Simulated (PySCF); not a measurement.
## Correlation energy of Ge⁺ (germanium, charge +1)

[Ar] 3d10 4s2 4p1, 2P determinant. Computed with PySCF 2.14 in Sapporo-DKH3-DZP-2012, with scalar relativity by spin-free X2C-1e. Frozen: [Ar] 3d10; 3 electrons correlated.

MP2 pair energies summed by pair of shells (mhartree):

| pair | energy | share (%) |
| --- | --- | --- |
| 4s-4s | -17.63 | 57.9 |
| 4s-4p | -12.83 | 42.1 |

Total MP2 correlation energy: -30.46 mhartree.

Same-spin part -2.08 and opposite-spin part -28.37 mhartree; SCS-MP2 scales them by 1/3 and 6/5 to -34.74 mhartree.

| level | correlation energy (mhartree) |
| --- | --- |
| CCSD | -45.04 |
| (T) | -0.46 |
| CCSD(T) | -45.50 |

Diagnostics: T1 = 0.0092, D1 = 0.0226, largest double amplitude 0.094.

Is a single reference adequate?

Mostly. T1 lies below 0.03, but a double amplitude of this size points to a near-degeneracy that CCSD handles and MP2 describes poorly.
